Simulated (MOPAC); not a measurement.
MOPAC input (PM7):

```
PM7 PRECISE GNORM=0.05 LET XYZ GEO-OK AUX(PRECISION=9) THREADS=1
C4H6BBr

C    -2.47297600 1   -1.12623900 1    0.29709300 1
C    -1.21975200 1   -1.59167800 1    0.28987100 1
B     0.05890900 1   -0.75236600 1    0.10070900 1
Br   -0.09202800 1    1.17535400 1   -0.15732900 1
C     1.45447800 1   -1.40617900 1    0.11141200 1
C     2.62167100 1   -0.77284700 1   -0.04288800 1
H    -2.68128300 1   -0.07118700 1    0.16304900 1
H    -3.32928300 1   -1.77652900 1    0.43597500 1
H    -1.08579500 1   -2.66318900 1    0.43043900 1
H     1.48885700 1   -2.48459700 1    0.25862500 1
H     3.57000900 1   -1.29795600 1   -0.02443500 1
H     2.66340300 1    0.29954900 1   -0.19361700 1
```

Output:

```
 *******************************************************************************
 **                                                                           **
 **                              MOPAC v23.2.5                                **
 **                                                                           **
 *******************************************************************************
 ** MOPAC's Digital Object Identifier: https://doi.org/10.5281/zenodo.6511958 **
 **                                                                           **
 ** Please cite the open-source release paper for use of this MOPAC version:  **
 ** J. E. Moussa and J. J. P. Stewart (2026)                                  **
 ** MOPAC: An open-source semiempirical molecular orbital program             **
 ** J. Open Source Softw., 11(119), 8025, https://doi.org/10.21105/joss.08025 **
 *******************************************************************************

                              PM7 CALCULATION RESULTS

 *******************************************************************************
 *  PM7        - The PM7 Hamiltonian to be used
 *  GEO-OK     - OVERRIDE INTERATOMIC DISTANCE AND OTHER SAFETY CHECKS
 *  LET        - OVERRIDE SOME SAFETY CHECKS
 *  PRECISE    - TIGHTER CRITERIA TO BE USED
 *  XYZ        - CARTESIAN COORDINATE SYSTEM TO BE USED
 *  GNORM      - EXIT WHEN GRADIENT NORM DROPS BELOW 0.050
 *  AUX        - OUTPUT AUXILIARY INFORMATION
 *******************************************************************************
PM7 PRECISE GNORM=0.05 LET XYZ GEO-OK AUX(PRECISION=9) THREADS=1
 C4H6BBr

   ATOM   CHEMICAL          X               Y               Z
  NUMBER   SYMBOL      (ANGSTROMS)     (ANGSTROMS)     (ANGSTROMS)

     1       C         -2.47297600  *  -1.12623900  *   0.29709300  *
     2       C         -1.21975200  *  -1.59167800  *   0.28987100  *
     3       B          0.05890900  *  -0.75236600  *   0.10070900  *
     4      Br         -0.09202800  *   1.17535400  *  -0.15732900  *
     5       C          1.45447800  *  -1.40617900  *   0.11141200  *
     6       C          2.62167100  *  -0.77284700  *  -0.04288800  *
     7       H         -2.68128300  *  -0.07118700  *   0.16304900  *
     8       H         -3.32928300  *  -1.77652900  *   0.43597500  *
     9       H         -1.08579500  *  -2.66318900  *   0.43043900  *
    10       H          1.48885700  *  -2.48459700  *   0.25862500  *
    11       H          3.57000900  *  -1.29795600  *  -0.02443500  *
    12       H          2.66340300  *   0.29954900  *  -0.19361700  *

          CARTESIAN COORDINATES

    NO.       ATOM           X           Y           Z

     1         C         -2.4730     -1.1262      0.2971
     2         C         -1.2198     -1.5917      0.2899
     3         B          0.0589     -0.7524      0.1007
     4        Br         -0.0920      1.1754     -0.1573
     5         C          1.4545     -1.4062      0.1114
     6         C          2.6217     -0.7728     -0.0429
     7         H         -2.6813     -0.0712      0.1630
     8         H         -3.3293     -1.7765      0.4360
     9         H         -1.0858     -2.6632      0.4304
    10         H          1.4889     -2.4846      0.2586
    11         H          3.5700     -1.2980     -0.0244
    12         H          2.6634      0.2995     -0.1936

 General Reference for PM7:
 "Optimization of Parameters for Semiempirical Methods VI: More Modifications to the
 NDDO Approximations and Re-optimization of Parameters", J. J. P. Stewart, J. Mol. Mod., 1:32, 19 (2013)
 https://link.springer.com/article/10.1007/s00894-012-1667-x

           Empirical Formula: C4 H6 B Br  =    12 atoms

      MOLECULAR POINT GROUP   :   C2v

      RHF CALCULATION, NO. OF DOUBLY OCCUPIED LEVELS = 16

          Geometry optimization using EF

          DIAGONAL MATRIX USED AS START HESSIAN

 CYCLE:     1  GRAD.:    37.439 HEAT:  9.251199
 CYCLE:     2  GRAD.:   512.109 HEAT:  25.62308
 CYCLE:     3  GRAD.:   397.440 HEAT:  52.30619
 CYCLE:     4  GRAD.:   207.364 HEAT:  17.87164
 CYCLE:     5  GRAD.:   202.409 HEAT:  18.20863
 CYCLE:     6  GRAD.:   255.872 HEAT:  16.49645
 CYCLE:     7  GRAD.:   234.271 HEAT:  22.60850
 CYCLE:     8  GRAD.:   538.576 HEAT:  72.43473
 CYCLE:     9  GRAD.:   296.253 HEAT:  19.27748
 CYCLE:    10  GRAD.:   237.553 HEAT:  26.82114
 CYCLE:    11  GRAD.:   188.726 HEAT:  16.49535
 CYCLE:    12  GRAD.:   406.831 HEAT:  31.98350
 CYCLE:    13  GRAD.:    88.056 HEAT:  11.09020
 CYCLE:    14  GRAD.:   207.241 HEAT:  21.41973
 CYCLE:    15  GRAD.:    51.376 HEAT:  8.450388
 CYCLE:    16  GRAD.:   239.526 HEAT:  18.63104
 CYCLE:    17  GRAD.:    23.936 HEAT:  7.999985
 CYCLE:    18  GRAD.:    57.189 HEAT:  9.185805
 CYCLE:    19  GRAD.:    10.516 HEAT:  7.713346
 CYCLE:    20  GRAD.:    31.078 HEAT:  8.125540
 CYCLE:    21  GRAD.:     3.945 HEAT:  7.663634
 CYCLE:    22  GRAD.:     7.486 HEAT:  7.677237
 CYCLE:    23  GRAD.:     2.115 HEAT:  7.652848
 CYCLE:    24  GRAD.:     3.255 HEAT:  7.653734
 CYCLE:    25  GRAD.:     1.059 HEAT:  7.641701
 CYCLE:    26  GRAD.:     1.006 HEAT:  7.633772
 CYCLE:    27  GRAD.:     1.296 HEAT:  7.624808
 CYCLE:    28  GRAD.:     0.784 HEAT:  7.621579
 CYCLE:    29  GRAD.:     0.419 HEAT:  7.620165
 CYCLE:    30  GRAD.:     0.395 HEAT:  7.619359
 CYCLE:    31  GRAD.:     0.242 HEAT:  7.618906
 CYCLE:    32  GRAD.:     0.094 HEAT:  7.618818
 CYCLE:    33  GRAD.:     0.075 HEAT:  7.618795
 CYCLE:    34  GRAD.:     0.078 HEAT:  7.618771
 CYCLE:    35  GRAD.:     0.066 HEAT:  7.618763
 CYCLE:    36  GRAD.:     0.027 HEAT:  7.618760

     GRADIENT =  0.02654 IS LESS THAN CUTOFF =  0.05000

 -------------------------------------------------------------------------------
 PM7 PRECISE GNORM=0.05 LET XYZ GEO-OK AUX(PRECISION=9) THREADS=1
 C4H6BBr

     GEOMETRY OPTIMISED USING EIGENVECTOR FOLLOWING (EF).
     SCF FIELD WAS ACHIEVED

                              PM7 CALCULATION
                                                       MOPAC v23.2.5 Linux

          FINAL HEAT OF FORMATION =          7.61876 KCAL/MOL =      31.87689 KJ/MOL

          COSMO AREA              =        147.80 SQUARE ANGSTROMS
          COSMO VOLUME            =        139.60 CUBIC ANGSTROMS

          GRADIENT NORM           =          0.02654          =       0.00766 PER ATOM
          IONIZATION POTENTIAL    =          9.954358 EV
          HOMO LUMO ENERGIES (EV) =         -9.954 -1.720
          NO. OF FILLED LEVELS    =         16
          MOLECULAR WEIGHT        =        144.8054         POINT GROUP:  C2v

          MOLECULAR DIMENSIONS (Angstroms)

            Atom       Atom       Distance
            H    11    H     8     6.91698
            H     9   Br     4     3.81292
            C     2    C     6     0.00004

          SCF CALCULATIONS        =         37

   ATOM   CHEMICAL          X               Y               Z
  NUMBER   SYMBOL      (ANGSTROMS)     (ANGSTROMS)     (ANGSTROMS)

     1       C         -2.45589767  *  -1.13508517  *   0.29732525  *
     2       C         -1.20664164  *  -1.60247443  *   0.29063272  *
     3       B          0.05582620  *  -0.71364813  *   0.09552677  *
     4      Br         -0.09241803  *   1.18495319  *  -0.15863127  *
     5       C          1.44279910  *  -1.41924306  *   0.11389993  *
     6       C          2.60608858  *  -0.78512170  *  -0.04031817  *
     7       H         -2.73677561  *  -0.09784578  *   0.16990335  *
     8       H         -3.32282025  *  -1.77135176  *   0.43487942  *
     9       H         -1.00710474  *  -2.66654428  *   0.42641237  *
    10       H          1.41062458  *  -2.49933067  *   0.26512986  *
    11       H          3.56246965  *  -1.29542159  *  -0.02435337  *
    12       H          2.72297762  *   0.27959610  *  -0.19426005  *

                             CARTESIAN COORDINATES

   1    C       -2.455897666    -1.135085169     0.297325254
   2    C       -1.206641636    -1.602474425     0.290632716
   3    B        0.055826195    -0.713648131     0.095526772
   4   Br       -0.092418030     1.184953188    -0.158631268
   5    C        1.442799096    -1.419243057     0.113899934
   6    C        2.606088577    -0.785121705    -0.040318169
   7    H       -2.736775607    -0.097845779     0.169903349
   8    H       -3.322820254    -1.771351757     0.434879420
   9    H       -1.007104745    -2.666544279     0.426412373
  10    H        1.410624579    -2.499330667     0.265129863
  11    H        3.562469652    -1.295421585    -0.024353374
  12    H        2.722977625     0.279596103    -0.194260046

           Empirical Formula: C4 H6 B Br  =    12 atoms

      MOLECULAR POINT GROUP   :   C2v

                  EIGENVALUES
 -27.06728 -26.93691 -25.32074 -20.96547 -19.33115 -16.41653 -16.18946 -15.11359
 -13.53998 -12.84707 -11.78243 -11.63320 -11.14031 -10.64799 -10.20007  -9.95436
  -1.72049   0.87539   0.93120   1.35962   2.24168   4.57148   5.41011   5.41546
   5.69367   5.70937   6.06448   6.10873   6.26482   6.34839 258.57685 258.59750
 258.76064 259.04255 259.08029

              NET ATOMIC CHARGES AND DIPOLE CONTRIBUTIONS

  ATOM NO.   TYPE          CHARGE      No. of ELECS.   s-Pop       p-Pop       d-Pop
    1          C          -0.213120        4.2131     1.10876     3.10436
    2          C          -0.247815        4.2478     1.10354     3.14428
    3          B           0.200431        2.7996     0.72933     2.07024
    4         Br          -0.146903        7.1469     1.92744     5.21666     0.00280
    5          C          -0.247818        4.2478     1.10353     3.14428
    6          C          -0.213116        4.2131     1.10876     3.10436
    7          H           0.149046        0.8510     0.85095
    8          H           0.138684        0.8613     0.86132
    9          H           0.146443        0.8536     0.85356
   10          H           0.146441        0.8536     0.85356
   11          H           0.138682        0.8613     0.86132
   12          H           0.149046        0.8510     0.85095
 DIPOLE           X         Y         Z       TOTAL
 POINT-CHG.     0.118    -1.507     0.202     1.525
 HYBRID         0.006    -0.072     0.010     0.073
 SUM            0.123    -1.580     0.211     1.598

          ATOMIC ORBITAL ELECTRON POPULATIONS

     Atom    s        px        py        pz      x^2-y^2     xz        z^2       yz        xy
    1  C   1.10876   1.05243   1.13182   0.92012
    2  C   1.10354   1.02957   1.11267   1.00204
    3  B   0.72933   0.97734   0.77186   0.32103
    4 Br   1.92744   1.98274   1.38129   1.85263   0.00097   0.00003   0.00044   0.00041   0.00095
    5  C   1.10353   1.03790   1.10529   1.00109
    6  C   1.10876   1.06312   1.12234   0.91889
    7  H   0.85095
    8  H   0.86132
    9  H   0.85356
   10  H   0.85356
   11  H   0.86132
   12  H   0.85095

 **********************
 *                    *
 * JOB ENDED NORMALLY *
 *                    *
 **********************

 == MOPAC DONE ==
```

The geometry given is a B3LYP-D3(BJ)/def2-TZVP minimum.
